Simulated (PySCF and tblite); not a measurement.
Values are calculated unless marked as measured or tabulated.
C₆H₄N₂, numbered as in [CH:1]#[C:2][c:3]1[cH:4][cH:5][n:6][n:7][cH:8]1.

Geometries GFN2-xTB; weights from PBE0-D3(BJ)/def2-SVP (IEF-PCM, methanol) energies and GFN2-xTB thermal corrections, with symmetry numbers and mirror pairs. Conformers within 2.5 kcal/mol (GFN2-xTB free energy) were kept, 6 at most. GIAO shieldings: mPW1PW91/pcSseg-1 (IEF-PCM, methanol). Shifts are against TMS (¹H), TMS (¹³C) at the same level. Programs: PySCF with density fitting and tblite.

Problem. List the conformer-averaged shifts at 298.15 K.

Solution. ¹H: 9.73 (H5, 1H), 9.67 (H8, 1H), 8.10 (H4, 1H), 3.80 (H1, 1H) ppm. ¹³C: 160.5 (C8), 158.3 (C5), 138.5 (C4), 128.7 (C3), 100.9 (C1), 84.5 (C2) ppm.

Shifts are unscaled: against experiment ¹³C can be off by 15 ppm or more and ¹H by 0.8 ppm.
